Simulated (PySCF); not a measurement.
**Dipole moment and polarisability of `C#[N+][B@@H-](C)C(C)C`**

Compound: C5H12BN.
Cartesian coordinates in Å at the GFN2-xTB level; atoms count from 1:
```
atom  x, y, z in Å
C1     1.121    2.185    0.724
N2     1.056    1.219    0.103
B3     0.884   -0.049   -0.570
C4     1.912   -1.098    0.157
C5    -0.717   -0.449   -0.386
C6    -1.165   -0.550    1.071
C7    -1.636    0.513   -1.138
H8     1.194    3.075    1.279
H9     1.158    0.134   -1.715
H10    1.777   -1.138    1.236
H11    1.752   -2.099   -0.233
H12    2.950   -0.836   -0.033
H13   -0.836   -1.440   -0.836
H14   -2.207   -0.867    1.131
H15   -0.562   -1.274    1.613
H16   -1.080    0.413    1.574
H17   -1.367    0.558   -2.191
H18   -2.676    0.193   -1.067
H19   -1.567    1.519   -0.726
```

Level: CAM-B3LYP/def2-SVPD (PySCF), static field, nuclei fixed, core orbitals frozen in the response. The polarisability tensor in these axes (au):

```
x   84.78  1.82  3.22
y    1.82 94.84  7.66
z    3.22  7.66 79.80
```

**Question.** Give the principal values, the mean and the anisotropy Δα = √{½[(α1 − α2)² + (α2 − α3)² + (α1 − α3)²]}.

**Answer.** Principal values 75.97, 84.76 and 98.68 au; mean 86.47 au = 12.81 Å³ = 14.26 × 10⁻⁴⁰ C²·m²/J; Δα = 19.83 au (23 % of the mean).

**Question.** What is the dipole moment, and where does it point?

**Answer.** (0.69, 4.35, 2.38) D, 5.01 D in size, pointing from the negative to the positive side. Measured along this direction, the outermost atoms are H13 and H11 at the negative end and H8 at the positive end.

**Question.** In a dilute gas of rigid molecules at 273 K, how does the orientational term μ²/3kT compare with the electronic polarisability?

**Answer.** In Gaussian units μ²/3kT = 221.59 Å³ against 12.81 Å³, a ratio of 17.29; the Debye molar polarisation (4π/3)N_A(α + μ²/3kT) is 591.3 cm³/mol, leaving out the vibrational part.

**Question.** Find the Langevin capture rate constant for NO+ (29.998 u) meeting this molecule (97.106 u), k = 2.342 × 10⁻⁹ cm³/s × √(α in Å³ / reduced mass in u).

**Answer.** The reduced mass is 22.92 u, so k = 1.75 × 10⁻⁹ cm³/s. The formula leaves out the permanent dipole, which adds to the capture rate.

**Question.** Estimate the molar refractivity from the static electronic polarisability.

**Answer.** Lorentz–Lorenz: R = (4π/3)N_A α = 2.5225 cm³/(mol·Å³) × 12.81 Å³ = 32.3 cm³/mol, in the limit of long wavelengths.

Geometry: GFN2-xTB, one conformer, isolated molecule.
